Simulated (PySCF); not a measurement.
C2H10N2Si2, SMILES N([Si@H]1[SiH2]CN1)C. Coordinates come from a PBE-D3(BJ)/def2-SVP optimisation. The structure was generated by enumeration; whether it is a known compound was not checked. One conformer was computed; it need not be the lowest.

Computed equilibrium geometry at PBE-D3(BJ)/def2-SVP (PySCF confirms it by a frequency run) as bond lengths and angles (one conformer of several):
Atoms: C1 N2 Si3 N4 C5 Si6 H7 H8 H9 H10 H11 H12 H13 H14 H15 H16. Bond lengths (Å): C1–N2 1.450, C1–H7 1.109, C1–H8 1.115, C1–H9 1.114, N2–Si3 1.737, N2–H10 1.023, Si3–N4 1.754, Si3–Si6 2.367, Si3–H11 1.514, N4–C5 1.472, N4–H12 1.025, C5–Si6 1.941, C5–H13 1.115, C5–H14 1.115, Si6–H15 1.508, Si6–H16 1.509. Bond angles (°): N2–C1–H7 109.5, N2–C1–H8 113.7, N2–C1–H9 112.0, H7–C1–H8 106.9, H7–C1–H9 107.0, H8–C1–H9 107.3, C1–N2–Si3 127.3, C1–N2–H10 114.2, Si3–N2–H10 117.3, N2–Si3–N4 113.1, N2–Si3–Si6 127.5, N2–Si3–H11 101.9, N4–Si3–Si6 75.7, N4–Si3–H11 119.7, Si6–Si3–H11 118.5, Si3–N4–C5 111.2, Si3–N4–H12 129.6, C5–N4–H12 118.6, N4–C5–Si6 96.9, N4–C5–H13 113.2, N4–C5–H14 114.0, Si6–C5–H13 113.6, Si6–C5–H14 111.8, H13–C5–H14 107.3, Si3–Si6–C5 75.8, Si3–Si6–H15 122.7, Si3–Si6–H16 119.2, C5–Si6–H15 114.5, C5–Si6–H16 113.0, H15–Si6–H16 107.9.
Charge 0, spin multiplicity 1.
